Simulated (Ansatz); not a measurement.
`C[Si](S)(Cl)Cl` → `CCl` + `S[Si]Cl` at 298.15 K and 1 bar (silylene formation by 1,1-elimination).

Program: Ansatz. Geometries: PBE0-D4/def2-TZVP. ΔE: electronic, gas phase. CCSD(T)/CBS adds triple-zeta CCSD(T) − MP2 to the extrapolated MP2 energy (def2 sets, frozen cores). This one scheme is used for every species. Each species was taken in one conformer, which may not be the lowest.

| species | CCSD(T)/CBS energy (Eh) | H − E (kJ/mol) | S (J/(mol·K)) |
| --- | --- | --- | --- |
| `C[Si](S)(Cl)Cl` | -1647.02782 | 156.1 | 371.8 |
| `CCl` | -499.63220 | 109.7 | 234.1 |
| `S[Si]Cl` | -1147.27659 | 43.9 | 293.5 |

H − E and S are ideal-gas, rigid-rotor, harmonic terms from PBE0-D4/def2-TZVP, for one conformer and one mirror image of each species. 1 Eh = 2625.50 kJ/mol, R = 8.31446 J/(mol·K).

Q: By hand: ΔE, ΔH, ΔS and ΔG.

A: ΔE = (-499.63220) + (-1147.27659) − (-1647.02782) = 0.11903 Eh = 312.5 kJ/mol. Δ(H − E) = 109.7 + 43.9 − 156.1 = -2.5, so ΔH = 310.0 kJ/mol. ΔS = 234.1 + 293.5 − 371.8 = 155.8 J/(mol·K). ΔG = 310.0 − 298.15 × (155.8)/1000 = 263.5 kJ/mol.

Q: By hand: the equilibrium constant, and the temperature at which ΔG would vanish if ΔH and ΔS stayed fixed.

A: log₁₀ K = −ΔG/(RT ln 10) = -46.2. ΔG = 0 at ΔH/ΔS = 1990 K.

The number of gas molecules changes by +1, which sets the sign of ΔS. A doubt of 5 kJ/mol in ΔE shifts log₁₀ K by 0.9 here. Other conformers and mirror images would add mixing entropy, several J/(mol·K) or more a flexible species. These are equilibria of isolated gas molecules and say nothing of rates. Largest T1 diagnostic: 0.014 (customary marks: 0.02 for closed shells, 0.045 for open ones).
